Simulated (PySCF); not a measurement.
**Neon: a sound run and one with changed settings**

Sound run: Ne⁺ [He] 2s2 2p5, Ne²⁺ [He] 2s2 2p4. Computed with PySCF 2.14 in aug-cc-pVDZ-DK, with scalar relativity by spin-free X2C-1e. The sound run starts from symmetry-adapted Hartree-Fock orbitals and uses a fine grid where one is needed.

Changed run: radial step 0.5 in ln r (0.13 in the sound run). This setting is unsound on purpose.

```json
{"species": "Ne⁺", "method": "UHF", "sound run (hartree)": "-127.90409", "changed run (hartree)": "-127.90409", "converged": "yes"}
{"species": "Ne⁺", "method": "r2SCAN", "sound run (hartree)": "-128.22515", "changed run (hartree)": "-128.23064", "converged": "yes"}
{"species": "Ne⁺", "method": "BP86", "sound run (hartree)": "-128.25864", "changed run (hartree)": "-128.25564", "converged": "yes"}
{"species": "Ne²⁺", "method": "UHF", "sound run (hartree)": "-126.45984", "changed run (hartree)": "-126.45984", "converged": "yes"}
{"species": "Ne²⁺", "method": "r2SCAN", "sound run (hartree)": "-126.71143", "changed run (hartree)": "-126.71375", "converged": "yes"}
{"species": "Ne²⁺", "method": "BP86", "sound run (hartree)": "-126.73978", "changed run (hartree)": "-126.73516", "converged": "yes"}
```

Ionisation energy of Ne⁺:

| method | sound run (eV) | changed run (eV) |
| --- | --- | --- |
| UHF | 39.300 | 39.300 |
| r2SCAN | 41.190 | 41.277 |
| BP86 | 41.330 | 41.374 |

A coarse radial grid mis-integrates the density and the exchange-correlation energy, with errors of either sign; Hartree-Fock needs no grid.

For comparison, NIST gives 40.963 eV between the lowest levels.
